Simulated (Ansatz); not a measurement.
Born–Oppenheimer molecular dynamics of CH$_{9}$AlO$_{2}$Si (14 atoms, charge 0, multiplicity 1). It starts from a rough guess of a transition structure, not a stationary point.

These are results of Ansatz 0.2.0, UKS BHLYP-D4/STO-3G, not measurements.

```
ensemble                      : NVE (velocity Verlet)
time step                     : 0.5 fs
steps asked                   : 150
starting velocities drawn for : 100 K
seed                          : 94640
```

First frame:

```xyz
14
Properties=species:S:1:pos:R:3
Al -0.925 -0.414 -0.348
Si 0.449 0.043 1.938
O -0.825 -1.998 -0.783
O -2.120 0.696 -0.575
H 0.628 0.330 0.088
C 0.944 0.570 -1.246
H 1.780 -0.603 1.956
H 0.780 1.467 2.171
H -0.135 -0.370 3.225
H -0.786 -2.920 -0.983
H -2.812 1.335 -0.654
H 1.853 0.042 -1.508
H 1.067 1.633 -1.416
H 0.102 0.190 -1.864
```

Problem. What does the run give?

Solution. All steps were run.

```
steps done                                               : 150
time covered                                             : 75 fs
mean temperature over the second half                    : 1981 K
spread of the potential energy over the second half      : 37.8 meV per atom
mean potential energy of the second half above the start : -209.0 meV per atom
```

The conserved energy stayed within 1.8 meV per atom of its start (net change -0.9 meV per atom), so there is no drift, though single steps change it by up to 22 meV in the whole system, a sign of fast motions only just resolved. The system heated up, since it started high on the potential surface and ran downhill. A run of 0.075 ps of so small a system gives no equilibrium averages. The orbitals stay closed-shell, which can raise the energy where a bond breaks towards radicals; this wasn't checked here. Limits of this set-up: minimal basis.

Problem. What happens to the structure?

Solution. The step under study would form Al1–C6, Si2–H5 and break Al1–Si2, H5–C6. These pairs go: Al1–C6 2.29 → 5.00 Å, Si2–H5 1.88 → 5.81 Å, Al1–Si2 2.71 → 2.47 Å, H5–C6 1.39 → 1.13 Å. In the last frame they stand as before the step (other bonds may differ from the relaxed reactants and products). Also parted: Al1–H5 1.78 → 5.41 Å. It ends as AlH5O2Si + CH4. Pairs count as bonded within 1.25 times the sum of covalent radii (0.12 Å more for H–H). This is one draw of velocities; another would differ in detail.

Problem. How do temperature and energy run in time?

Solution. 
```tsv
time (fs)	T (K)	potential energy less start (eV)	conserved less start (meV/atom)
0.0	100	0.000	0.00
3.5	827	-1.144	-1.12
7.0	1027	-1.464	-1.84
10.5	822	-1.120	-0.06
14.0	1924	-2.854	-1.82
17.5	2281	-3.404	-1.49
21.0	2269	-3.367	-0.19
24.5	2790	-4.186	-1.00
28.0	2306	-3.429	-0.52
31.5	1773	-2.598	-0.25
35.0	1865	-2.737	0.00
38.5	2302	-3.422	-0.49
42.0	2672	-3.998	-0.58
45.5	2442	-3.648	-1.11
49.0	2001	-2.959	-0.81
52.5	1744	-2.556	-0.44
56.0	1762	-2.587	-0.60
59.5	1889	-2.788	-0.90
63.0	1660	-2.423	-0.28
66.5	1430	-2.055	0.49
70.0	1828	-2.688	-0.56
73.5	2109	-3.131	-1.07
```

Run time: 9 min on 1 thread of Arm Neoverse V2, on a shared host, peak memory 0.16 GiB.
